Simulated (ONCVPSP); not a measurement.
# bromine (Br), ONCV: configuration errors across variants

bromine, optimised norm-conserving Vanderbilt (ONCV), made with ONCVPSP 4.0.1 (PBE, fully relativistic). Core [Ne], reference 3s2 3p6 3d10 4s2 4p5. Waves: 3s+4s: rc 0.80 bohr, ncon 5, nbas 8, qcut 18.6 1/bohr, 3 projectors, debl 3.2 Ha; 3p+4p: rc 1.05 bohr, ncon 4, nbas 8, qcut 14.4 1/bohr, 2 projectors; 3d: rc 0.85 bohr, ncon 4, nbas 8, qcut 20 1/bohr, 2 projectors, debl 2.3 Ha. Local part: polynomial inside 0.60 bohr (lpopt 4, dvloc0 0 Ha). Core correction: Teter function, fcfact 3.5, rcfact 1.

Open shells are filled in proportion to 2j + 1.

In the d channel the program set the typed energies aside and used -2.435, 0.250 Ha (j = l + 1/2; the other j can differ).

All-electron excitation energies from the reference (eV): (1) 3s2 3p6 3d10 4s2 4p4 12.560; (2) 3s2 3p6 3d10 4s2 4p3 35.327; (3) 3s2 3p6 3d10 4s2 4p2 69.317; (4) 3s2 3p6 3d10 4s1 4p5 25.554.

4 further variants failed, have other tests or too few solved ones, and are left out.

A true bound ghost makes a file unfit for plane-wave use even where its test errors are small: the radial tests pick states by their node count and pass the ghost by.

Errors AE − PS in meV (a dash: test not solved or not reliable):

```tsv
change	(1)	(2)	(3)	(4)	bound ghosts	GHOST(+) flags above zero
base	-1.8	-4.2	-7.0	+2.2	none	none
s: qcut 12.9	-1.8	-4.2	-6.8	+1.7	none	s
s: qcut 15.3	-1.8	-4.2	-6.9	+2.0	none	none
s: qcut 16.6	-1.9	-4.2	-7.0	+2.1	none	none
s: qcut 18.4	-1.8	-4.2	-7.0	+2.2	none	none
s: qcut 20	-1.8	-4.2	-7.1	+2.4	none	none
```

Task: Give the same row for: s: qcut 11.4.

Result: -1.9, -4.1, -6.7, +1.5; bound ghosts: s; GHOST(+) flags above zero: s.
